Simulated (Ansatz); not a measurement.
The lowest singlet and triplet of ClIn (SMILES [Cl][In]); geometries from B3LYP-D3(BJ)/def2-TZVP, each state relaxed from the structure named, with no frequency check.
Singlet (charge 0, multiplicity 1):
```xyz
2

Cl     0.000     0.000    -1.812
In     0.000     0.000     0.629
```

A positive gap puts the triplet lower; no zero-point energy. R- takes a restricted singlet. The triplet is unrestricted in single-reference levels. Active spaces average the two states.

Cores are frozen in the correlated methods. Filled d and f shells under p-block atoms count as core.

The values were computed with Ansatz (Gaussian basis) for Hartree–Fock, density functionals and correlated methods. Each number belongs to the level named beside it. In def2 rows elements past Kr take small-core potentials, without spin–orbit coupling.

### Question
Estimate the gap E(singlet) − E(triplet), vertical, at the singlet's geometry that R-B3LYP/def2-TZVPP returns for this input.

### Answer
-350 kJ/mol

### Question
What gap E(singlet) − E(triplet), vertical, at the singlet's geometry does FIC-MRCISD+Q on SA-CASSCF(2,3)/def2-QZVPP give?

### Answer
-319 kJ/mol

### Question
Estimate the gap E(singlet) − E(triplet), vertical, at the singlet's geometry that R-CCSD/def2-QZVPP returns for this input.

### Answer
-313 kJ/mol

Ansatz is a quantum-chemistry and plane-wave program.
